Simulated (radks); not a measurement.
Q: Species: Ge16+. Configuration: [Ne] 3s2 3p2 3d2 (not the ground configuration). Method: Dirac Kohn-Sham, XLYP, spin-unpolarised, spherical densities, finite nucleus; open shells fill j = l - 1/2 first; Fermi nuclear charge, rms radius 4.0742 fm; computed with a radial shooting solver on a logarithmic mesh with Libxc functionals.

Spin-orbit splittings of the eigenvalues, e(l+1/2) - e(l-1/2), with zeta = 2 splitting/(2l+1) and mean radii in bohr:

| shell | occ. | splitting (eV) | zeta (eV) | <r> j=l-1/2 | <r> j=l+1/2 |
|---|---|---|---|---|---|
| 2p | 6 | ? | ? | 0.1795 | 0.1830 |
| 3p | 2 | 6.480 | 4.320 | 0.5321 | 0.5381 |
| 3d | 2 | 1.246 | 0.4986 | 0.4931 | 0.4948 |

Estimate the 2p splitting.

A: 32.43 eV (zeta = 21.62 eV).
